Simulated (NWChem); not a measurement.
System: KCl; SMILES [K][Cl]

The following NWChem deck was run.

```
start job
memory heap 200 mb stack 900 mb global 1100 mb
geometry units angstroms
  K      0.000000     0.000000    -1.270462
  Cl     0.000000     0.000000     1.413739
end
basis spherical
  * library 6-311++g**
end
dft
  xc hfexch
  iterations 150
end
driver
  maxiter 120
end
task dft optimize
task dft freq
```

The level has its own optimisation; frequencies are unscaled.

Question: What results follow from this input? (Hartree-Fock/6-311++G** (spherical d).) Quantities: basis functions; r Cl–K (Å); highest harmonic frequency (cm⁻¹); zero-point energy (kcal/mol); dipole (D).

Answer: 
| Item | Value |
|---|---|
| number of basis functions | 73 |
| r Cl–K (Å) | 2.754 |
| highest harmonic frequency (cm⁻¹) | 261 |
| zero-point energy (kcal/mol) | 0.4 |
| dipole (D) | 11.50 |
